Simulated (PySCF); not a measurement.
Simulated C 1s region for `C1=C(C2CC2)[CH2][GeH2][CH2]1`, binding energy against the vacuum level.

Every computed line was given a Gaussian of 0.4 eV full width at half maximum and an area set by the number of equivalent atoms; the highest printed point is 100. Method used: delta-SCF UKS SCAN, pcX-2 on the ionised atom, pcseg-1 elsewhere, spin-free X2C (PySCF 2.14.0).

binding energy (eV), intensity and a bar:
```
    289.1          0 
    289.2          1 
    289.3          4 #
    289.4         11 ###
    289.5         23 #######
    289.6         39 ############
    289.7         57 #################
    289.8         77 #######################
    289.9         96 #############################
    290.0        100 ##############################
    290.1         89 ###########################
    290.2         80 ########################
    290.3         88 ##########################
    290.4         98 #############################
    290.5         89 ###########################
    290.6         59 ##################
    290.7         29 #########
    290.8         10 ###
    290.9          2 #
    291.0          0
```

Task: How many maxima does the curve show, and how many computed lines lie under it?

Result: The curve has 2 maxima (at 290.0 and 290.4 eV). Under it lie 6 lines from 6 inequivalent carbon sites. At this width some lines have no maximum of their own.

Task: Decompose the envelope and assign each component. Numbering: `[CH:1]1=[C:2]([CH:3]2[CH2:4][CH2:5]2)[CH2:6][GeH2:7][CH2:8]1`.

Result: 
| position (eV) | relative area | line | atoms | environment |
| --- | --- | --- | --- | --- |
| 289.65 | 1 | C 1s | C1 | alkene CH carbon |
| 289.93 | 1 | C 1s | C6 | sp3 carbon bound to germanium |
| 289.97 | 1 | C 1s | C8 | sp3 carbon bound to germanium |
| 290.04 | 1 | C 1s | C2 | fully substituted alkene carbon |
| 290.41 | 2 | C 1s | C4/C5 | three-membered-ring carbon |
| 290.47 | 1 | C 1s | C3 | allylic carbon |

The listed C 1s values span 0.82 eV, from C1 (bonded to C (double bond), C and H) to C3 (bonded to 3 C and H). The widest gap between neighbouring values is 0.37 eV, between 290.04 and 290.41 eV. The values 289.93 and 289.97 eV lie too close for their order to be trusted.

The curve has no shake-up lines and no vibrational structure. Topologically equivalent atoms share the value of their first member; where this conformer doesn't relate them by symmetry, their own values could differ. Geometry: PBE0-D3(BJ)/def2-SVP, one conformer, isolated molecule.
